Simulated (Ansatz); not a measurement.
Ansatz (a quantum-chemistry and plane-wave program) input:

Ansatz 0.2 input:
```yaml
crystal:
  periodic: [false, false, false]
  atoms:
    - {symbol: K, position_ang: [-0.00000000, -0.00000000, -2.65869666]}
    - {symbol: I, position_ang: [0.00000000, 0.00000000, 0.95311767]}
basis:
  gaussian:
    orbitals: def2-TZVPD
hamiltonian:
  xc: {name: B97M-V}
total_charge: 1
magnetization: {spin_polarized: true, initial_magnetization: 1}
output: {forces: true}
```

What final total energy does it print?

-897.27262 Eh (B97M-V/def2-TZVPD). The basis has 95 functions.
